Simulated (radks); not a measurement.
Problem. Ionisation of the copper ion Cu2+, [Ar] 3d9, to [Ar] 3d8 as the strength of local exchange is varied. Calculated with a radial shooting solver on a logarithmic mesh with Libxc functionals: scalar-relativistic Kohn-Sham, Slater X-alpha exchange (alpha = 2/3 is LDA exchange), no correlation, spin-polarised, spherical densities, finite nucleus; open shells are filled with parallel spins first; Fermi nuclear charge, rms radius 3.8823 fm.

alpha  E(Cu2+) (hartree)  exchange (hartree)  IE (eV)  -e of the level emptied (eV)  <r> of it (bohr)
0.561        -1638.94181           -51.60764   34.303                   25.626 (3d)            0.9568
0.667        -1648.73115           -61.74483   36.709                   27.780 (3d)            0.9332
0.727        -1654.29948           -67.53671   38.125                   29.058 (3d)            0.9205
0.923        -1672.62582           -86.72656   43.021                   33.523 (3d)            0.8821
0.931        -1673.37826           -87.51855   43.229                   33.715 (3d)            0.8806
x            -1651.97696           -65.11871   37.531                   28.520 (3d)            0.9257

Which alpha was used in the last row?

Solution. alpha = 0.702. NIST Atomic Spectra Database: 36.84 eV (measured). The Delta-SCF value meets it near alpha = 0.67. Open shells are spherical and high-spin; term and fine-structure splittings are not resolved.
